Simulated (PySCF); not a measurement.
A structure optimised at B3LYP-D3(BJ)/def2-SVP, used in a PySCF frequency run:

```xyz
11

Al     0.0454    -0.5595     0.0000
F      1.0214    -1.9162     0.0000
C      0.8179     1.2244     0.0000
C     -0.1839     2.3896     0.0000
H      1.4930     1.2902    -0.8738
H      1.4930     1.2902     0.8738
H     -0.8413     2.3617     0.8837
H     -0.8413     2.3617    -0.8837
H      0.3256     3.3681     0.0000
O     -1.6388    -0.7773     0.0000
H     -2.1049    -1.6181     0.0000
```

Problem. Write its SMILES, formula and point group.

Solution. C[CH2][Al]([OH])[F], C2H6AlFO, Cs

Problem. What are its rotational constants (standard atomic weights)?

Solution. 5.9770, 2.4634, 1.7828 GHz
